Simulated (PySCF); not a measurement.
## Where the electron goes

Species: difluorochloroborane, BClF₂.
Numbering: `[F:1][B:2]([F:3])[Cl:4]`

Structure used (PBE0-D3(BJ)/def2-SVP), in Å, numbered top down from 1:
```
atom  x, y, z in Å
F1    -0.8583   -1.0587   -0.3339
B2    -0.0712   -0.0126   -0.2733
F3    -0.5190    1.1474   -0.6855
Cl4    1.5522   -0.1571    0.3449
```

The calculation used TDDFT B3LYP/def2-SVPD, vertical, gas phase, core orbitals frozen in the response in PySCF 2.14.0, density-fitted response routines.

Kohn–Sham orbitals with the atoms that hold most of them (Löwdin shares over 4%, at most four atoms; ? is withheld):

```
orbital  ε (eV)                            atoms
 HOMO-3  -12.62            F1 46%, F3 46%, B2 6%
 HOMO-2  -11.94  Cl4 47%, F3 20%, F1 19%, B2 14%
 HOMO-1  -10.10                                ?
   HOMO   -9.70     Cl4 85%, B2 6%, F3 4%, F1 4%
   LUMO       ?                                ?
 LUMO+1   -0.29    B2 64%, Cl4 22%, F1 7%, F3 7%
 LUMO+2    1.33     Cl4 81%, B2 7%, F1 6%, F3 6%
```

Give the leading atoms of the HOMO-1.

Cl4 (bonded to B) 83%; B2 (bonded to Cl and 2 F) 11%.

Give the leading atoms of the LUMO.

B2 (bonded to Cl and 2 F) 44%; Cl4 (bonded to B) 23%; F1 (bonded to B) 16%; F3 (bonded to B) 16%. By element: boron 44%, fluorine 33%, chlorine 23%.

What is the LUMO energy, and the HOMO–LUMO gap?

ε(LUMO) = -0.65 eV; the gap is 9.05 eV (0.3328 hartree).

The HOMO–LUMO gap is 9.05 eV. Where does the response calculation put the lowest singlet, and from which orbitals?

S1 is at 7.58 eV (f = 0.0000), 1.48 eV below the gap, made of HOMO→LUMO (100%). 

One configuration dominates each of S1, S2, S3, S4 and S5. Which, and how do the shares of the two leading atoms of either orbital change from the occupied to the empty one?

- S1 (7.58 eV, f 0.0000), HOMO→LUMO (100%): Cl4 85% → 23%, B2 6% → 44%
- S2 (8.40 eV, f 0.043), HOMO→LUMO+1 (99%): Cl4 85% → 22%, B2 6% → 64%
- S3 (8.62 eV, f 0.116), HOMO-1→LUMO (94%): Cl4 83% → 23%, B2 11% → 44%
- S4 (8.79 eV, f 0.056), HOMO-1→LUMO+1 (99%): Cl4 83% → 22%, B2 11% → 64%
- S5 (9.74 eV, f 0.0065), HOMO-2→LUMO (98%): Cl4 47% → 23%, F3 20% → 16%, B2 14% → 44%

Löwdin shares depend on the basis, the more so with diffuse functions.
